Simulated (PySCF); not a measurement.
Geometries of 3 isomers of CH6AsB, from PBE0-D3(BJ)/def2-SVP geometry optimisation, gas phase in PySCF. One conformer each, no zero-point energy, no frequencies.

Task: Which is lowest in electronic energy at this level?
A.
```xyz
9
angstrom
B     -0.724    0.466   -0.207
C     -0.096   -0.915   -0.451
As     1.736   -0.388    0.174
H     -0.698    1.311   -1.073
H     -1.203    0.735    0.872
H      0.043   -1.253   -1.487
H     -0.391   -1.748    0.201
H      1.839    0.911   -0.621
H      1.297    0.349    1.437
```
B.
```xyz
9
angstrom
C     -1.136   -0.403   -0.211
B     -0.012    0.606    0.173
As     1.898    0.407   -0.404
H     -0.861   -1.179   -0.939
H     -2.064    0.100   -0.530
H     -1.396   -0.917    0.736
H     -0.286    1.619    0.778
H      2.039   -1.096   -0.243
H      2.573    0.789    0.899
```
C.
```xyz
9
angstrom
B      1.528    0.293   -0.226
As     0.015    0.148    1.021
C     -1.476   -0.598   -0.016
H      2.352    1.159   -0.060
H      1.728   -0.592   -1.025
H     -0.414    1.595    1.165
H     -1.765    0.054   -0.850
H     -2.338   -0.756    0.644
H     -1.153   -1.570   -0.414
```

Result: B. That is `CB[AsH2]`, 8.7 kcal/mol below the next.

| SMILES | atoms numbered as above | E (Eh) | relative (kcal/mol) | relative (kJ/mol) | dipole (D) |
| --- | --- | --- | --- | --- | --- |
| CB[AsH2] | [CH3:1][BH:2][AsH2:3] | -2301.74471 | 0.0 | 0.0 | 1.16 |
| BC[AsH2] | [BH2:1][CH2:2][AsH2:3] | -2301.73081 | 8.7 | 36.5 | 1.01 |
| B[AsH]C | [BH2:1][AsH:2][CH3:3] | -2301.72563 | 12.0 | 50.1 | 1.27 |
